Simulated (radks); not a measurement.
Species: neutral tungsten. Configuration: [Xe] 4f14 5d4 6s2.

Calculated with a radial shooting solver on a logarithmic mesh with Libxc functionals: scalar-relativistic Kohn-Sham, MS2 meta-GGA, spin-polarised, spherical densities, finite nucleus; open shells are filled with parallel spins first (spin-orbit coupling, left out, can overturn this in heavy ions); meta-GGA in the generalised Kohn-Sham scheme; Fermi nuclear charge, rms radius 5.3658 fm.

Energy parts (eV):
part                       energy
total                  -439180.12
kinetic                 483778.65
electron-nucleus      -1085806.58
Hartree                 171601.88
exchange-correlation     -8754.07

Orbitals (lengths in bohr, moments of r in powers of bohr; <r^-3> diverges for s and p1/2):
orbital  occ.  eigenvalue (eV)  <r^-3>
1s up       1        -69521.08       -
1s down     1        -69521.08       -
2s up       1        -12008.46       -
2s down     1        -12008.35       -
2p up       3        -10497.04   19740
2p down     3        -10496.93   19740
3s up       1        -2770.813       -
3s down     1        -2770.833       -
3p up       3        -2321.629    4402
3p down     3        -2321.620    4402
3d up       5        -1805.964   565.1
3d down     5        -1805.870   565.1
4s up       1        -574.1680       -
4s down     1        -573.9703       -
4p up       3        -426.5656    1018
4p down     3        -426.3917    1018
4d up       5        -239.4487   112.2
4d down     5        -239.2578   112.2
4f up       7         -33.0631   18.98
4f down     7         -32.6890   19.12
5s up       1         -79.5761       -
5s down     1         -77.9883       -
5p up       3         -43.9691   142.0
5p down     3         -41.8792   146.1
5d up       4          -5.3530   6.635
5d down     0          -2.8656   6.299
6s up       1          -6.2876       -
6s down     1          -4.8830       -

The highest occupied level is 6s down at -4.883 eV. The density falls to 0.001 e/bohr^3 at r = 4.78 bohr. The spin density at the nucleus is 2.06 e/bohr^3 (1s -0.12, 2s -1.74, 3s 0.10, 4s 2.14, 5s -15.88, 6s 17.57).
